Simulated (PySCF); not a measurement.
**What binds to Mg2+, and how strongly**

Gas-phase complexes of Mg2+ (charge +2), each in one structure from a short search with a few starts, optimised by PBE0-D3(BJ)/def2-SVP or PBE0-D3(BJ)/def2-TZVPD; other ways of binding may lie lower. Energies in kcal/mol, PBE0-D3(BJ)/def2-TZVPD, counterpoise-corrected (PySCF): interaction is complex less parts frozen as they stand in it, binding adds what it costs to deform them. Contacts are written partner···Mg2+; electrostatic, Pauli and orbital are terms of the uncorrected same energy, whose rest is dispersion or correlation.

Frequency runs check only 3 of the 5 structures; these show no clear imaginary mode.

Q: Order these partners of Mg2+ by binding energy, strongest first: hydrogen fluoride, water, acetylene, acetonitrile, ammonia.

A: acetonitrile (-117.9), ammonia (-100.9), water (-82.7), acetylene (-74.2), hydrogen fluoride (-55.7).
| partner | contact | distance (Å) | binding | interaction | electrostatic | Pauli | orbital |
| --- | --- | --- | --- | --- | --- | --- | --- |
| acetonitrile | N···Mg | 1.92 | -117.9 | -118.3 | -83.4 | 33.2 | -67.1 |
| ammonia | N···Mg | 2.04 | -100.9 | -101.2 | -80.7 | 31.0 | -50.5 |
| water | O···Mg | 1.91 | -82.7 | -83.1 | -63.1 | 23.4 | -42.6 |
| acetylene | C···Mg | 2.38 | -74.2 | -77.2 | -32.4 | 15.3 | -59.1 |
| hydrogen fluoride | F···Mg | 1.87 | -55.7 | -56.4 | -36.6 | 13.9 | -33.3 |

Multiply charged ions in the gas phase bind far more strongly than in solution.
